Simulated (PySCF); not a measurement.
Two-photon absorption: `InChI=1S/C9H7F/c10-8-3-6-9(7-8)4-1-2-5-9/h1-7H`

Geometry (Å), atoms numbered from 1 in this order:
```xyz
17

F    -2.9725    1.7076    0.1159
C    -1.9005    0.9429   -0.0177
C    -0.6282    1.2843    0.2464
C     0.2385    0.0881   -0.0635
C     1.2999    0.3504   -1.1108
C     2.5111    0.0383   -0.6131
C     2.3601   -0.4338    0.7686
C     1.0579   -0.4076    1.1088
C    -0.7640   -0.9498   -0.5303
C    -2.0055   -0.4353   -0.4981
H    -0.2549    2.2380    0.6134
H     1.0621    0.7289   -2.1051
H     3.4618    0.1214   -1.1427
H     3.1833   -0.7518    1.4110
H     0.6091   -0.6946    2.0598
H    -0.4638   -1.9518   -0.8367
H    -2.9410   -0.9242   -0.7717
```

The calculation used TDDFT CAM-B3LYP/aug-cc-pVDZ excited states, vertical, gas phase (PySCF). Geometry: PBE0-D3(BJ)/def2-SVP.

Singlets 5 and 6 lie within 0.01 eV of each other, so their separate moments and overlaps can depend on how they mix.

(1) Give the one- and two-photon strengths of the lowest singlets.

Answers

(1) δ for parallel linear polarisation; σ at the peak of a Lorentzian of half width 0.1 eV, single beam; Ω is circular over linear.
| state | E (eV) | f | photon λ (nm) | δ (au) | σ (GM) | Ω | main |
| --- | --- | --- | --- | --- | --- | --- | --- |
| S1 | 4.35 | 0.015 | 570 | 2.08 | 0.01 | 1.50 | HOMO→LUMO 0.97 |
| S2 | 4.41 | 0.018 | 562 | 11.3 | 0.08 | 0.74 | HOMO→LUMO+1 0.97 |
| S3 | 5.41 | 0.000 | 459 | 6.02 | 0.06 | 1.50 | HOMO→LUMO+2 0.89 |
| S4 | 5.76 | 0.044 | 431 | 17.3 | 0.21 | 1.50 | HOMO−1→LUMO 0.75, HOMO→LUMO+3 0.17 |
| S5 | 5.82 | 0.060 | 426 | 20.1 | 0.25 | 0.33 | HOMO−1→LUMO+1 0.94 |
| S6 | 5.82 | 0.017 | 426 | 61.1 | 0.76 | 1.50 | HOMO→LUMO+3 0.60, HOMO−1→LUMO 0.20 |

Among these, the strongest one-photon state is S5, the strongest two-photon state S6, with a dipole change of 2.2 D (relaxed, norm of the difference vector).
